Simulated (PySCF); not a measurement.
IrO₃, SMILES [O]=[Ir](=[O])=[O] (connectivity only; charge and spin as stated), neutral, multiplicity 2. Atoms are numbered in the order given.

```xyz
4

Ir     0.0000     0.0000     0.0303
O      0.0000     0.0000    -1.7173
O      0.0000     1.5538     0.7128
O      0.0000    -1.5538     0.7128
```
Charge 0, spin multiplicity 2.

The structure is a stationary point at B3LYP-D3(BJ)/def2-TZVP. A frequency run showed that this geometry is not a minimum. The spin state was assumed, not searched. The def2 effective core potentials stand for the cores of Ir; spin–orbit coupling is left out.

All values below come from ωB97X/def2-TZVPD in PySCF.

Mulliken values depend strongly on the basis, most of all with diffuse functions as here. ESP charges are fitted to the potential on shells at 1.4 to 2.0 van der Waals radii. Atomic charges (e):

```csv
atom,ESP fit,Mulliken,Mulliken spin
Ir1,…,1.26,0.33
O2,…,-0.44,0.62
O3,…,-0.41,0.22
O4,…,-0.40,-0.18
```

### Question
Fill in the missing entries. (Estimate from the structure and the level; the computed values follow.)

### Answer

- Ir1, ESP fit: 0.69
- O2, ESP fit: -0.25
- O3, ESP fit: -0.23
- O4, ESP fit: -0.21
